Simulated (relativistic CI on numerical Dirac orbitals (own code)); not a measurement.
Sensitivity of the levels of Fe VIII to α and to the nuclear radius

Calculated at this level of theory: Dirac-Coulomb-Breit CI, orbitals from a KLI potential per configuration, derivatives by finite differences, unscaled Slater integrals, QED left out (own radial code, finite nucleus).

CI space (outside the closed core [Ne]): 3s2 3p6 3d, 3s2 3p5 3d2, 3s2 3p6 4s, 3s 3p6 3d2, 3s2 3p6 4p, 3s2 3p6 4d, 3p6 3d3, 3p5 3d4. Double excitations out of closed p, d and f shells are left out; levels of such configurations are missing from the list, as are those of other unlisted configurations, and high levels can miss mixing partners.

With x = (α/α₀)² − 1 an excitation energy changes as ω = ω₀ + qx; K = 2q/ω₀ is the relative enhancement. Terms are leading LS components, so labels can repeat. The field-shift factor is F = δν/δ⟨r²⟩ for the transition from the lowest level.

Lowest level 3s2 3p6 3d 2D_3/2.

```
               Level  ω₀ (cm⁻¹)  q (cm⁻¹)  F (GHz/fm²)
   3s2 3p6 3d 2D_5/2       1780      1760      0.00798
 3s2 3p5 3d2 4D°_1/2     384877      3811        0.461
 3s2 3p5 3d2 4D°_3/2     385767      4582        0.462
 3s2 3p5 3d2 4D°_5/2     387257      5876        0.464
 3s2 3p5 3d2 4D°_7/2     389424      7881        0.466
3s2 3p5 3d2 4G°_11/2     407541      3877        0.495
 3s2 3p5 3d2 4G°_9/2     409341      4581        0.487
 3s2 3p5 3d2 4G°_7/2     411516      6068         0.48
 3s2 3p5 3d2 4P°_5/2     412396      4890        0.495
 3s2 3p5 3d2 4G°_5/2     413830      7831        0.474
 3s2 3p5 3d2 4P°_3/2     415550      7624        0.487
 3s2 3p5 3d2 4P°_1/2     417869     10040        0.483
 3s2 3p5 3d2 4F°_3/2     423765      4620        0.492
```

At this charge configurations can still be misplaced by up to about 7 % of their energy.

(1) Which transition from the lowest level has the largest |K|?

## Answers

(1) 3s2 3p6 3d 2D_5/2 at 1780 cm⁻¹, K = 1.98.
